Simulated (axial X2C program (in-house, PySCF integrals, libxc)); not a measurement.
**Potential curves of LiHf, 2c**

Calculated with an in-house all-electron X2C program for linear molecules (integrals from PySCF). Two-component (2c) means X2C with spin–orbit coupling and atomic mean-field two-electron Coulomb and Gaunt terms. Basis: Hf dyall-cv3z [13s14p9d7f4g], Li dyall-cv3z [7s8p2d] (cores contracted in-house); Gaussian nuclei, density fitting, unrestricted open shells. Masses: Hf 179.947 u, Li 7.016 u.

State: Ω = 3/2 (⟨Sz⟩ = 1.42, ⟨Lz⟩ = 0.08 at PBE0). Energies in kJ/mol from the lowest point of each curve. Fits are polynomials in 1 − R0/R over 0.85 to 1.23 times the lowest point R0.

```json
{"R (Å)": "2.4917", "PBE0": "12.69", "PBE50": "20.77"}
{"R (Å)": "2.6062", "PBE0": "5.54", "PBE50": "10.93"}
{"R (Å)": "2.6922", "PBE0": "2.24", "PBE50": "5.81"}
{"R (Å)": "2.7781", "PBE0": "0.49", "PBE50": "2.49"}
{"R (Å)": "2.8640", "PBE0": "0.00", "PBE50": "0.65"}
{"R (Å)": "2.9642", "PBE0": "0.66", "PBE50": "0.00"}
{"R (Å)": "3.0645", "PBE0": "2.41", "PBE50": "0.64"}
{"R (Å)": "3.1934", "PBE0": "5.69", "PBE50": "2.78"}
{"R (Å)": "3.3509", "PBE0": "10.73", "PBE50": "6.76"}
{"R (Å)": "3.5800", "PBE0": "18.77", "PBE50": "13.77"}
```

Occupations by symmetry block were frozen at the best pattern of an incomplete PBE0 search. Density functionals use the spin component along the axis (collinear). PBE0 can misorder states that lie within some tenths of an eV, so this need not be the ground state of the molecule. The nearest other 2c determinant of the search, Ω = 1/2, lies 0.20 eV up at the distance of the search. With several unpaired electrons one determinant need not be a pure state. This is the top spin component of a Σ state; components of lower Ω are not single determinants and can lie lower.

(1) What are Re and ωe at the PBE0 level?

(2) Fit the PBE50 curve near its minimum: give the equilibrium distance and the harmonic wavenumber.

Answers

(1) At PBE0, 2c: Re = 2.860 Å, ωe ≈ 240 cm⁻¹; Be follows as 0.305 cm⁻¹.

(2) At PBE50, 2c: Re = 2.960 Å, ωe ≈ 230 cm⁻¹; Be follows as 0.285 cm⁻¹.
